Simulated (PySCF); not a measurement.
Pm(SH)3 at several levels of theory

Computed with PySCF 2.14.0 (density fitting, no spin-orbit coupling) at the geometry relaxed with PBE0:

```xyz
7
Pm(SH)3 (singlet in the valence; each metal's 4f electrons, 4 of them, lie in its core potential, out of spins and levels)
Pm    0.0000    0.0000    0.8904
S     2.6094    0.3996    0.9804
H     2.9279   -0.9170    0.9783
S    -1.6508    2.0600    0.9804
H    -0.6699    2.9941    0.9783
S    -0.9587   -2.4596    0.9804
H    -2.2581   -2.0772    0.9783
```

| level | basis | state | HOMO (eV) | gap (eV) | charge on Pm1 (e) | population of f-type functions on Pm1 (polarisation alone where 4f lies in the core) | dipole about the centre of mass (D) | largest force component (eV/Å) |
| --- | --- | --- | --- | --- | --- | --- | --- | --- |
| PBE0 | Pm lcecp-1-SVP with ECP50, S def2-SVP, H def2-SVP | singlet | -7.31 | 4.88 | 0.87 | 0.04 | 0.56 | 0.01 |
| B3LYP | the same | singlet | -7.00 | 4.31 | 0.78 | 0.04 | 0.55 | 0.20 |
| PBE0 | Pm lcecp-1-TZVP with ECP50, S def2-TZVP, H def2-TZVP | singlet | -7.39 | 4.95 | 1.27 | 0.05 | 0.57 | 0.21 |

In the lcecp rows the 4f levels are missing from HOMO and gap, and the state counts the valence alone.

Charges are Mulliken's, which hang on the basis. The relaxation used the grid (50, 194), these runs (75, 302) or, all-electron (x2c bases, spin-free X2C Hamiltonian), (99, 590).

Question: What does TPSSh with Pm lcecp-1-SVP with ECP50, S def2-SVP, H def2-SVP give here?

Answer: state singlet, HOMO (eV) -6.71, gap (eV) 4.06, charge on Pm1 (e) 0.90, population of f-type functions on Pm1 (polarisation alone where 4f lies in the core) 0.04, dipole about the centre of mass (D) 0.56, largest force component (eV/Å) 0.15. Time: 6 s on 2 threads of Arm Neoverse V2, on a shared host, from an already converged density.

An lcecp potential fixes the number of 4f electrons, so in runs with it no electron can move into or out of that shell.
